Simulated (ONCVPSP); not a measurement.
**Pseudopotential generation for bromine: ONCV, LDA (Perdew-Wang 92), scalar-relativistic.**

bromine, optimised norm-conserving Vanderbilt (ONCV), made with ONCVPSP 4.0.1 (LDA (Perdew-Wang 92), scalar-relativistic). Core [Ar] 3d10, reference 4s2 4p4 (charge +1). Waves: 4s: rc 1.20 bohr, ncon 4, nbas 8, qcut 6 1/bohr, 2 projectors, debl 2 Ha; 4p: rc 1.65 bohr, ncon 3, nbas 6, qcut 5.4 1/bohr, 2 projectors, debl 3.2 Ha; d scattering state at 0.45 Ha: rc 1.55 bohr, ncon 4, nbas 9, qcut 6.7 1/bohr, 3 projectors, debl 3 Ha. Local part: polynomial inside 0.95 bohr (lpopt 5, dvloc0 0 Ha). Core correction: none.

Poles of the logarithmic derivatives, all-electron (AE) and pseudo (PS). s: poles at no energy (AE) and no energy (PS) Ha. p: poles at 1.9 (AE) and 1.9 (PS) Ha. d: poles at -2.8, 4.1 (AE) and -0.3, 4.1 (PS) Ha. Test radii: s 1.22, p 1.67, d 1.58 bohr.

- Cutoffs needed: 60 Ha and 120 Ha (the cutoffs (Ha) at which the residual kinetic energy of the hardest occupied pseudo-wave falls to 1 and 0.1 mHa per electron) The cutoffs count occupied waves only; projector 2 of the d channel, the hardest unoccupied one, needs 153 Ha at the loose tolerance.
- Ghost test: ghosts flagged at negative energy: s at -94.7 eV, d at -8.4 eV (a further GHOST(-) flag falls on a real empty level of the atom); GHOST(+) flagged for p at 186.0 eV; a true bound ghost makes a file unfit for plane-wave use
- Largest excitation error: +24 meV (all-electron minus pseudo) for 4s2 4p2, out of 4 test configurations
